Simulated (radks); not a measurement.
Radial electron density D(r) = 4 pi r^2 rho(r) of an atom or ion with 10 electrons. Method: scalar-relativistic Kohn-Sham, LDA (Slater exchange, Perdew-Wang correlation), spin-unpolarised, spherical densities, finite nucleus; Fermi nuclear charge, rms radius of each element as measured or else 0.836 A^(1/3) + 0.57 fm; computed with a radial shooting solver on a logarithmic mesh with Libxc functionals.

```
   r/bohr * D(r) (the largest magnitude, 17, reaches the edge; | marks zero)
 0.008171 |    *
 0.009067 |     *
 0.009981 |      *
  0.01107 |       *
  0.01219 |        *
  0.01353 |          *
  0.01489 |            *
  0.01652 |              *
  0.01819 |                *
  0.02018 |                   *
  0.02221 |                      *
  0.02465 |                         *
  0.02713 |                            *
  0.02986 |                                *
  0.03314 |                                   *
  0.03648 |                                       *
  0.04047 |                                           *
  0.04455 |                                              *
  0.04943 |                                                 *
  0.05441 |                                                   *
  0.06038 |                                                     *
  0.06646 |                                                      *
  0.07375 |                                                      *
  0.08118 |                                                     *
  0.09007 |                                                   *
  0.09915 |                                                 *
     0.11 |                                             *
   0.1211 |                                          *
   0.1344 |                                       *
   0.1479 |                                    *
   0.1641 |                                   *
   0.1807 |                                  *
   0.2005 |                                   *
   0.2207 |                                     *
   0.2429 |                                        *
   0.2695 |                                           *
   0.2967 |                                              *
   0.3292 |                                                 *
   0.3624 |                                                  *
   0.4021 |                                                 *
   0.4426 |                                               *
   0.4911 |                                           *
   0.5406 |                                     *
   0.5998 |                               *
   0.6603 |                        *
   0.7326 |                  *
   0.8064 |            *
   0.8948 |        *
    0.985 |    *
    1.093 |  *
    1.203 | *
    1.335 |*
    1.469 *
     1.63 *
    1.795 *
```

What is the nuclear charge?

Answer. Z = 15. The innermost maximum, from 1s, lies near gamma/Z bohr with gamma = sqrt(1 - (Z/c)^2) = 0.994, here 0.0663 bohr (found: 0.0703), and its height grows with Z. The density is that of the phosphorus ion P5+ in [Ne]; the configuration itself is not fixed sharply by these data, and Z only to about a unit. D(r) has 2 maxima, at r = 0.0703, 0.371 bohr, and minima at 0.179 bohr, inside which lie 2.19 electrons.
